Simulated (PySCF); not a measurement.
(3R,4R)-3,4-difluorocyclobutene (C4H4F2), SMILES F[C@@H]1C=C[C@H]1F. Coordinates come from a PBE0-D3(BJ)/def2-SVP optimisation.

Calculation: PBE0-D3(BJ)/def2-SVP (PySCF).

Harmonic wavenumbers (cm⁻¹): 185, 312, 334, 441, 624, 691, 863, 970, 1000, 1007, 1034, 1092, 1140, 1184, 1211, 1238, 1325, 1375, 1403, 1664, 3097, 3100, 3227, 3256. Rotational constants (GHz): 5.667, 3.416, 2.353; symmetry number 2.

Question: Work out the zero-point energy and the ideal-gas rigid-rotor harmonic-oscillator thermochemistry at 298.15 K and 1 atm.

Answer: ZPE = ½ Σ hcν = ½ × 31773 cm⁻¹ = 45.42 kcal/mol. H − E(el) = 49.20 kcal/mol. Entropy in cal/(mol K): translation 39.41, rotation 24.98, vibration 7.26, total 71.65. G − E(el) = 27.83 kcal/mol. Cp = 19.86 cal/(mol K).
